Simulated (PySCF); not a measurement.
Mapped SMILES: `[CH:1]#[C:2][Si@H:3]([CH3:4])[n:5]1[cH:6][cH:7][cH:8][c:9]1[F:10]`; H(Xn) means a hydrogen on atom n.

- PBE0/pcSseg-1 with gauge-including orbitals
- PBE0-D3(BJ)/def2-SVP geometry
- code: PySCF 2.14.0 with density-fitted response routines
- relativity neglected, one conformer, one averaged value for each set of equivalent atoms, no solvent

Chemical shifts δ = σref − σ; 13C (σ = 184.41 ppm) against TMS, all at this level.

Do the 13C shifts follow the atomic charges (in e)? Tabulate both.

## Answers


```csv
atoms,hybridisation,δ (ppm),σ para (ppm),Hirshfeld,IAO,Mulliken,ESP-fitted
C9,sp2,158.6,-223,+0.10,+0.34,+0.53,+0.33
C6,sp2,118.0,-182,-0.04,-0.12,+0.13,-0.45
C7,sp2,115.3,-189,-0.09,-0.21,-0.18,-0.07
C1,sp,105.7,-184,-0.07,-0.16,-0.20,-0.24
C8,sp2,93.3,-167,-0.12,-0.27,-0.18,-0.47
C2,sp,86.0,-161,-0.16,-0.35,-0.18,-0.32
C4,sp3,-0.9,-70,-0.21,-0.73,-0.64,-0.74
```

Correlation coefficients of δ with charge over these carbons: Hirshfeld +0.87, IAO +0.95, Mulliken +0.91, ESP-fitted +0.84; with the paramagnetic shielding -0.99. Among the 4 sp2 carbons alone: Hirshfeld +0.97, IAO +0.97, Mulliken +0.93, ESP-fitted +0.89. With so few points, grouped by hybridisation, these coefficients are fragile. Charge is one influence among several: hybridisation and low-lying excitations act through the paramagnetic term.

Shifts are as computed. Against solution values, carbons near 30 ppm lie about +2 ppm off and those near 130 ppm about +5 ppm. Of 1211 compounds with measured shifts, 218 miss one by over three times the rms of a fit or turn the order of signals round; such compounds aren't used in these exercises.
